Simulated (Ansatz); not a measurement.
TiCl₃⁺. Total charge 1; triplet. Geometry r2SCAN-D4/def2-SVP, that of the neutral doublet; atoms count from 1.

```xyz
4

Ti    0.000   -0.005   -0.006
Cl    1.760   -1.108    0.678
Cl   -1.999   -0.642    0.613
Cl    0.239    1.754   -1.285
```

At PBE0-D4/def2-TZVP a singlet of charge 1 lies 2.47 eV below the triplet, each at its own geometry.

(1) Estimate the Mulliken populations from the PBE0/def2-TZVP orbitals of Ansatz.

(2) Where does the spin sit?

(3) And the Mayer bond orders between heavy atoms (over 0.3)?

## Answers

(1) 
```
atom  charge (e)  spin (α − β)  d electrons
 Ti1        1.16          0.91         2.25
 Cl2       -0.05          0.36            –
 Cl3       -0.05          0.36            –
 Cl4       -0.05          0.36            –
```
Mulliken values depend strongly on the basis.

(2) Summed by element: Ti 0.91, Cl 1.09, of 2 unpaired in all. Largest on single atoms: Ti1 0.91, Cl4 0.36, Cl3 0.36.

(3) Ti1–Cl2 1.06 (2.19 Å); Ti1–Cl3 1.06 (2.19 Å); Ti1–Cl4 1.06 (2.19 Å).
